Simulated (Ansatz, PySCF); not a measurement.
Process, species as SMILES: FCC(F)(F)F + 4 C (CH4) -> CC (C2H6) [ethane] + 4 CF (CH3F)
Structures are relaxed separately at B3LYP-D3(BJ)/def2-TZVP in Ansatz (a program for electronic structure), one conformer each, not searched for the lowest. Frequencies are from Ansatz or PySCF.
Geometry of the first species:
```
C
F 1 1.3409
F 1 1.3409 2 107.85
F 1 1.3487 2 108.02 3 116.52
C 1 1.5187 2 111.94 3 -123.57
F 5 1.3760 1 109.64 2 60.62
H 5 1.0906 6 109.46 1 119.32
H 5 1.0906 7 110.59 6 -120.67
```
Charge 0, spin multiplicity 1.

Wanted: bond separation energy (enthalpy at 298 K, with B3LYP-D3(BJ) rigid-rotor harmonic-oscillator terms), in kJ/mol. Valence correlation only, unless marked. No spin-orbit coupling. Non-relativistic. CBS(X,Y): correlation extrapolated as X^-3; Hartree-Fock from the larger set. The bracket is a focal-point correction in the basis named.

| level | program | bond separation energy (kJ/mol) |
|---|---|---|
| HF/aug-cc-pVTZ | Ansatz | 162.5 |
| PBE-D3(BJ)/def2-TZVPD | Ansatz + dftd3 | 172.2 |
| CAM-B3LYP-D3(BJ)/def2-TZVPD | Ansatz + dftd3 | 170.7 |
| LC-wPBE/def2-TZVPD | Ansatz | 174.9 |

**Question.** Predict the RI-MP2/CBS(cc-pVTZ,cc-pVQZ)+[CCSD(T)-MP2]/cc-pVTZ result (Ansatz).

**Answer.** 177.6 kJ/mol
